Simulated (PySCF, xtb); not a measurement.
C₃H₇NSi, SMILES C#CCN[SiH3]. One conformer was computed; it need not be the lowest.

Harmonic wavenumbers (cm⁻¹) from GFN2-xTB run with xtb 6.7.1 at its own minimum, in rising order: 62, 119, 195, 256, 306, 472, 537, 575, 606, 639, 674, 750, 794, 821, 835, 961, 978, 1138, 1166, 1296, 1366, 1442, 2187, 2249, 2280, 2283, 2883, 2947, 3391, 3438.

Question: What does r2SCAN-D4/def2-SVP (PySCF) give at its own minimum? (An estimate is asked for; the answer gives what the named calculation found.)

Answer: 57, 112, 208, 246, 330, 491, 548, 655, 679, 687, 706, 786, 907, 933, 966, 979, 981, 1131, 1228, 1347, 1411, 1436, 2179, 2204, 2223, 2236, 3013, 3062, 3476, 3574. Paired by order, the mean absolute difference is 51 cm⁻¹ and the zero-point energies are 53.8 and 55.5 kcal/mol.
